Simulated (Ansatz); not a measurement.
`Cl[SiH2]S[SiH2]Cl` + `C=C=N` → `C=C=N[SiH2]Cl` + `S[SiH2]Cl`  (ligand exchange at the Si–S bond)

Gas-phase electronic energies from Ansatz, PBE0-D4/def2-TZVP geometries. CCSD(T)/CBS adds triple-zeta CCSD(T) − MP2 to the extrapolated MP2 energy (def2 sets, frozen cores). This one scheme is used for every species. DFT in def2-TZVPP. Each species was taken in one conformer, which may not be the lowest.

```
            species  PBE0 energy (Eh)
`Cl[SiH2]S[SiH2]Cl`       -1899.51391
            `C=C=N`        -132.60620
    `C=C=N[SiH2]Cl`        -882.73331
        `S[SiH2]Cl`       -1149.38824
```

Task: Work out ΔE.

Result: ΔE = (-882.73331) + (-1149.38824) − (-1899.51391) − (-132.60620) = -0.00144 Eh = -3.8 kJ/mol. CCSD(T)/CBS gives -3.1 kJ/mol.

Largest T1 diagnostic among the species: 0.015.

The D4 term adds +10.2 kJ/mol with B3LYP and +5.5 kJ/mol with PBE0; it sums over pairs of atoms, weighted by their polarisabilities, and B3LYP, whose exchange is more repulsive, gets the larger term. In def2-TZVPP, CCSD(T) changes the Hartree–Fock value by +19.0 kJ/mol (the triples alone add +3.0 kJ/mol) and MP2 by +18.9 kJ/mol.

B3LYP here is the variant with VWN-RPA as its local correlation; programs differ in this.
